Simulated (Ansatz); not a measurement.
Input for Ansatz (an electronic-structure program): R-wB97M-V/def2-TZVPPD on CH8N2 (a complex), monomers drawn apart or pushed together. Files ending in .json are basis or fitting sets from the Basis Set Exchange.

Ansatz 0.2 input:
```yaml
crystal:
  periodic: [false, false, false]
  atoms:
    - {symbol: N, position_ang: [0.30393025, -0.18054828, 0.19997360]}
    - {symbol: H, position_ang: [0.10749778, 0.32428454, 1.06416388]}
    - {symbol: H, position_ang: [0.61982082, 0.49512376, -0.48656247]}
    - {symbol: H, position_ang: [-0.57330430, -0.55874761, -0.13961966]}
    - {symbol: C, position_ang: [-0.12659605, -0.60304556, 5.39275195]}
    - {symbol: N, position_ang: [0.08164964, 0.78912578, 4.98457426]}
    - {symbol: H, position_ang: [0.41419142, -1.25559851, 4.70702613]}
    - {symbol: H, position_ang: [-1.18691665, -0.84524481, 5.30665157]}
    - {symbol: H, position_ang: [0.19198596, -0.83245439, 6.41726055]}
    - {symbol: H, position_ang: [1.05912853, 1.04225127, 5.06898176]}
    - {symbol: H, position_ang: [-0.44190603, 1.42338341, 5.57556024]}
basis:
  gaussian:
    orbitals: def2-TZVPPD.json
hamiltonian:
  xc: {name: wB97M-V}
scf: {lower_state_search: off}
```

### Question
What total energy does the run end on?

### Answer
-152.3963 hartree.

### Question
How many basis functions does it have, and what does it roughly cost on one machine?

### Answer
247 functions; about 14 core-seconds (a rough figure).
